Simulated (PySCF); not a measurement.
## Working out the ionisation energy of Mn

Mn [Ar] 3d5 4s2 (6S) → Mn⁺ [Ar] 3d5 4s1 (7S). All numbers are calculated (PySCF 2.14, no relativity, point nucleus, in aug-cc-pVDZ). Frozen: [Ar]. Energies in hartree (1 hartree = 27.21139 eV):

```json
{"part": "UHF", "Mn (lower)": "-1149.867706", "Mn⁺ (upper)": "-1149.647939"}
{"part": "MP2 opposite-spin", "Mn (lower)": "-0.034672", "Mn⁺ (upper)": "0.000000"}
{"part": "MP2 same-spin", "Mn (lower)": "-0.068196", "Mn⁺ (upper)": "-0.068580"}
```

Q: What does Hartree-Fock give?

A: (-1149.647939) − (-1149.867706) = 0.219767 hartree = 5.980 eV.

Q: What do MP2 and SCS-MP2 (6/5 opposite-spin, 1/3 same-spin) give?

A: The opposite-spin parts differ by 0.943 eV and the same-spin parts by -0.010 eV. MP2: 5.980 + (0.943) + (-0.010) = 6.913 eV. SCS-MP2: 5.980 + 1.2 × (0.943) + (-0.010)/3 = 7.108 eV.

Measured between the centres of the two terms (NIST): 7.434 eV, so MP2 (valence) is off by -0.521 eV.

The calculation is non-relativistic.

A double-zeta basis recovers only part of the correlation energy.

What remains against the reference includes basis incompleteness, the frozen core and correlation beyond second order.
